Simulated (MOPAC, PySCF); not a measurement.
CH3B2N, SMILES `C=BB=N` (C–B–B–N torsion 20°), neutral singlet in the gas phase. 

Cartesian coordinates (Å):
SMILES: C=BB=N
```xyz
7

C     -1.8096     0.0176     0.2305
B     -0.4317     0.0047     0.2602
B      1.1885    -0.0112     0.2955
N      2.4258    -0.0237     0.3224
H     -2.3769     0.7506    -0.3367
H     -2.4142    -0.7045     0.7724
H      3.4180    -0.0335     0.3442
```
Charge 0, spin multiplicity 1.

All levels are single points at this geometry (PBE0-D3(BJ)/def2-TZVP); Pople sets use spherical d functions. Orbital energies aren't observables, and empty levels follow the basis.

```
level                            HOMO (eV)  LUMO (eV)  gap (eV)  dipole (D)  vertical IE, Delta-SCF (eV)
-------------------------------  ---------  ---------  --------  ----------  ---------------------------
PBE0-D3(BJ)/def2-TZVP in PySCF       -6.90      -2.39      4.51        0.53                         9.05
ωB97X-D3(BJ)/def2-TZVP in PySCF      -9.25      -0.24      9.01        0.50                         9.23
HF/3-21G in PySCF                    -8.99       1.68     10.68        0.56                            –
HF/STO-3G in PySCF                   -6.97       5.72     12.69        0.85                            –
PM3 in MOPAC                         -9.61       0.42     10.03        2.55                            –
PM6 in MOPAC                         -8.73       0.01      8.73        1.73                            –
```
